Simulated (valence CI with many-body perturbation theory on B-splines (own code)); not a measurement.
**Ru²⁺: M1 decay**

Calculated by relativistic CI+MBPT: six valence electrons over a frozen Dirac-Fock core [Kr], a basis of 7 s, 7 p, 8 d, 6 f, 4 g, 1 h functions for each j, with the one-electron correlation potential Σ1 (screened to all orders), the two-electron term Σ2, the three-electron term Σ3, Breit, model QED; selected single and double excitations, second order for the rest, scaled by the run's own slope (own B-spline code, finite nucleus).

Set against measurement, 6 paired levels are off by 978 cm⁻¹ on average, the worst by 2893. These come from a selection out of Moore, Atomic Energy Levels, vol. III, NSRDS-NBS 35 (1971 reprint of NBS Circular 467, 1958), an old analysis. Levels without a partner in it may be off by more, other configurations by 1,000 to 8,000 cm⁻¹. Among the levels kept, up to 2900 cm⁻¹ of a level comes from second order outside the variational space, and about a tenth of that is noise between levels of different J, which matters for small intervals. Only levels of the ground parity were solved; by the run's estimate the other parity begins above the list, which can be wrong where configurations are misplaced.

Lines 1 to 50 of 114 in falling wavelength, among levels below 4.765 eV, chosen from the decays that carry over 1 % of a level's rate. Wavelengths and rates use the calculated energies. S is in atomic units (e²a₀⁴ for E2 and M2, e²a₀⁶ for E3), for M1 in squared Bohr magnetons. Weak lines are less certain than strong ones. Lines between different terms over intervals too small for the method are left out, as are lines whose strength nearly cancels and 6 of this kind that miss the measured wavelength by over 7 %. The highest levels of a list are the least certain.

Names give the largest LS component (configuration and term), which can be under half, so a name can repeat, a term be missing and a line seem to break the LS rules; names also repeat where a configuration has a term twice. Letters in brackets count levels of one name in rising energy.

```csv
λ vac (nm),λ from measured levels,Upper,Lower,Type,A (s⁻¹),S (a.u.)
67420,,4d⁶ ³H_5,4d⁶ ³H_4,M1,6.28e-05,7.85e+00
42670,,4d⁶ ³H_5,4d⁶ ³H_6,M1,2.82e-04,8.93e+00
22510,22730,4d⁶ ⁵D_1,4d⁶ ⁵D_2,M1,8.17e-03,1.04e+01
14720,14980,4d⁶ ⁵D_2,4d⁶ ⁵D_3,M1,2.01e-02,1.19e+01
9634,,4d⁶ ³G_4,4d⁶ ³G_5,M1,2.37e-02,7.06e+00
9144,8630,4d⁶ ⁵D_3,4d⁶ ⁵D_4,M1,4.52e-02,8.97e+00
5956,,4d⁶ ³G_5,4d⁶ ³F_4 [a],M1,2.26e-02,1.95e+00
5753,,4d⁶ ³F_4 [a],4d⁶ ³H_5,M1,3.39e-02,2.15e+00
5301,,4d⁶ ³F_4 [a],4d⁶ ³H_4,M1,1.13e-01,5.62e+00
4967,,4d⁶ ³F_3,4d⁶ ³H_4,M1,7.29e-02,2.32e+00
4483,,4d⁶ ³G_3,4d⁶ ³F_2 [a],M1,6.08e-02,1.42e+00
3681,,4d⁶ ³G_4,4d⁶ ³F_4 [a],M1,9.01e-02,1.50e+00
3565,,4d⁶ ³G_3,4d⁶ ³F_3,M1,1.35e-01,1.59e+00
3410,,4d⁶ ³G_3,4d⁶ ³F_4 [a],M1,9.97e-03,1.03e-01
3169,,4d⁶ ³D_1,4d⁶ ³P_0 [a],M1,2.38e-02,8.43e-02
3038,,4d⁶ ³P_1 [a],4d⁶ ³P_2,M1,8.38e-01,2.62e+00
2927,,4d⁶ ³G_5,4d⁶ ³H_5,M1,1.20e-01,1.22e+00
2739,,4d⁶ ³G_5,4d⁶ ³H_6,M1,1.99e-01,1.67e+00
2618,,4d⁶ ³D_1,4d⁶ ³P_1 [a],M1,1.40e-01,2.79e-01
2276,,4d⁶ ¹I_6,4d⁶ ³G_5,M1,7.80e-03,4.43e-02
2245,,4d⁶ ³G_4,4d⁶ ³H_5,M1,5.04e-02,1.90e-01
2109,,4d⁶ ¹G_4,4d⁶ ³G_3,M1,3.03e-02,9.47e-02
2075,,4d⁶ ³G_3,4d⁶ ³H_4,M1,1.38e-01,3.21e-01
1789,,4d⁶ ³D_2,4d⁶ ³F_3,M1,2.69e-02,2.85e-02
1702,,4d⁶ ³D_3,4d⁶ ³F_3,M1,2.61e-02,3.34e-02
1668,,4d⁶ ¹G_4,4d⁶ ³G_5,M1,4.64e-02,7.19e-02
1666,,4d⁶ ³D_3,4d⁶ ³F_4 [a],M1,2.15e-02,2.58e-02
1542,,4d⁶ ¹D_2,4d⁶ ³D_3,M1,2.24e-01,1.52e-01
1513,,4d⁶ ¹D_2,4d⁶ ³D_1,M1,1.87e-01,1.20e-01
1477,,4d⁶ ¹D_2,4d⁶ ³D_2,M1,3.77e-02,2.26e-02
1438,,4d⁶ ³D_2,4d⁶ ³P_2,M1,2.11e-01,1.16e-01
1382,,4d⁶ ³D_3,4d⁶ ³P_2,M1,2.19e-01,1.50e-01
1325,,4d⁶ ¹G_4,4d⁶ ³F_3,M1,3.84e-01,2.98e-01
1303,,4d⁶ ¹G_4,4d⁶ ³F_4 [a],M1,1.18e+00,8.71e-01
1298,,4d⁶ ³P_1 [b],4d⁶ ¹D_2,M1,1.48e-01,3.61e-02
1280,,4d⁶ ¹I_6,4d⁶ ³H_5,M1,2.34e-01,2.36e-01
1268,,4d⁶ ³D_3,4d⁶ ³H_4,M1,2.14e-02,1.13e-02
1243,,4d⁶ ¹I_6,4d⁶ ³H_6,M1,4.14e-01,3.83e-01
1144,,4d⁶ ¹S_0,4d⁶ ³P_1 [a],M1,4.73e+00,2.63e-01
1114,,4d⁶ ¹F_3,4d⁶ ³D_3,M1,1.44e-01,5.18e-02
1080,,4d⁶ ¹F_3,4d⁶ ³D_2,M1,1.19e-01,3.89e-02
1065,,4d⁶ ³P_1 [b],4d⁶ ¹S_0,M1,4.44e-01,5.96e-02
1063,,4d⁶ ¹G_4,4d⁶ ³H_5,M1,8.42e-01,3.37e-01
1047,,4d⁶ ¹D_2,4d⁶ ³G_3,M1,1.38e-01,2.94e-02
958.8,,4d⁶ ¹D_2,4d⁶ ³P_1 [a],M1,1.90e-01,3.11e-02
848.7,,4d⁶ ¹D_2,4d⁶ ³F_2 [a],M1,7.08e-01,8.03e-02
830.5,,4d⁶ ¹F_3,4d⁶ ³G_3,M1,9.44e-02,1.40e-02
815.9,,4d⁶ ¹F_3,4d⁶ ³G_4,M1,2.44e-01,3.44e-02
809.2,,4d⁶ ¹D_2,4d⁶ ³F_3,M1,1.06e+00,1.04e-01
741.7,,4d⁶ ³P_0 [b],4d⁶ ³D_1,M1,4.06e-01,6.14e-03
```
